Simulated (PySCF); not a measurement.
Compound: C7H9NS.
Atom-mapped SMILES: `[CH:1]#[C:2][C@H:3]([C:4](=[CH2:5])[CH3:6])[C:7]([NH2:8])=[S:9]` (hydrogens: H10 on C1; H11 on C3; H12, H13 on C5; H14, H15, H16 on C6; H17, H18 on N8)

Structure used (PBE0-D3(BJ)/def2-SVP), in Å, numbered top down from 1:
```
atom  x, y, z in Å
C1     1.4159    2.7008   -0.4834
C2     1.0213    1.5711   -0.6746
C3     0.5837    0.1959   -0.8905
C4    -0.6042   -0.2047   -0.0064
C5    -0.7779    0.3331    1.2038
C6    -1.5157   -1.2333   -0.5940
C7     1.7214   -0.8160   -0.6782
N8     2.6385   -0.4445    0.2167
S9     1.7555   -2.2626   -1.4701
H10    1.7478    3.7119   -0.3353
H11    0.2828    0.0855   -1.9440
H12   -0.1084    1.1041    1.5932
H13   -1.6142    0.0246    1.8360
H14   -2.2737   -1.5579    0.1316
H15   -0.9404   -2.1076   -0.9373
H16   -2.0320   -0.8244   -1.4793
H17    3.3970   -1.0804    0.4270
H18    2.6202    0.4829    0.6269
```

Level: CAM-B3LYP/def2-SVPD in PySCF, non-relativistic, on one gas-phase PBE0-D3(BJ)/def2-SVP geometry that isn't relaxed in the solvent. The solvent is an IEF-PCM continuum (van der Waals radii × 1.2), and excitations are vertical TDDFT with non-equilibrium linear response and a frozen core. The model holds no explicit solvent molecules, cavitation or dispersion.

Gas-phase singlets (H = HOMO, L = LUMO):

```csv
state,E (eV),λ (nm),f,leading configuration
S1,3.416,363,0.001,H→L 94%
S2,5.038,246,0.177,H-1→L 93%
S3,5.864,211,0.067,H-2→L 93%
S4,6.030,206,0.068,H→L+1 67%
S5,6.111,203,0.046,H→L+2 68%
```

Problem. Give the list for cyclohexane (ε = 2.017), n² = 2.04.

Solution. 
| state | E (eV) | λ (nm) | f | leading configuration | change by rank (eV) |
| --- | --- | --- | --- | --- | --- |
| S1 | 3.494 | 355 | 0.001 | H→L 94% | +0.078 |
| S2 | 4.941 | 251 | 0.250 | H-1→L 94% | -0.097 |
| S3 | 5.779 | 215 | 0.098 | H-2→L 94% | -0.085 |
| S4 | 6.115 | 203 | 0.101 | H→L+1 63% | +0.085 |
| S5 | 6.201 | 200 | 0.063 | H→L+2 61% | +0.090 |

Problem. How does the list change in chloroform (ε = 4.711)?

Solution. 
| state | E (eV) | λ (nm) | f | leading configuration | change by rank (eV) |
| --- | --- | --- | --- | --- | --- |
| S1 | 3.575 | 347 | 0.001 | H→L 94% | +0.159 |
| S2 | 4.963 | 250 | 0.253 | H-1→L 95% | -0.075 |
| S3 | 5.735 | 216 | 0.098 | H-2→L 94% | -0.129 |
| S4 | 6.185 | 200 | 0.113 | H→L+1 68% | +0.155 |
| S5 | 6.269 | 198 | 0.051 | H→L+2 51% | +0.158 |

Problem. The ground-state energy changes by -0.285 eV from gas to chloroform. By how much does the total energy of gas-phase S1 change?

Solution. E(S1) = E(S0) + excitation energy, so it changes by -0.285 + 0.159 = -0.126 eV: it is lowered less than the ground state, which is what a blue shift means. This is the vertical state, with the slow part of the continuum still set for S0.

Problem. How do the frontier levels move from gas to chloroform?

Solution. 
```
orbital  gas (eV)  solvent (eV)  change (eV)                   Löwdin shares, gas              Löwdin shares, solvent
 LUMO+2      1.20          1.28        +0.08   C5 17 %, C4 16 %, C1 12 %, C2 11 %  C5 18 %, C4 18 %, C2 10 %, C1 10 %
 LUMO+1      1.03          1.22        +0.19  C1 17 %, S9 14 %, H18 12 %, H17 9 %    S9 19 %, C1 15 %, C5 9 %, C2 8 %
   LUMO     -0.19         -0.23        -0.04    C7 31 %, S9 28 %, N8 14 %, C4 6 %   C7 32 %, S9 27 %, N8 15 %, C4 5 %
   HOMO     -7.54         -7.72        -0.18                     S9 72 %, C7 11 %                    S9 70 %, C7 11 %
 HOMO-1     -8.12         -8.24        -0.12            S9 54 %, N8 20 %, C7 18 %           S9 54 %, N8 21 %, C7 16 %
 HOMO-2     -8.86         -8.81        +0.05     C5 34 %, C4 31 %, C6 7 %, C1 4 %    C5 32 %, C4 30 %, C6 6 %, S9 5 %
 HOMO-3     -9.85         -9.72        +0.13             C1 38 %, C2 37 %, C3 7 %            C1 38 %, C2 37 %, C3 7 %
```

The HOMO–LUMO gap goes from 7.35 to 7.49 eV. Rows go by rank; for LUMO+1 and LUMO+2 the atom shares or the degeneracy differ between the runs, so the row needn't follow one orbital.
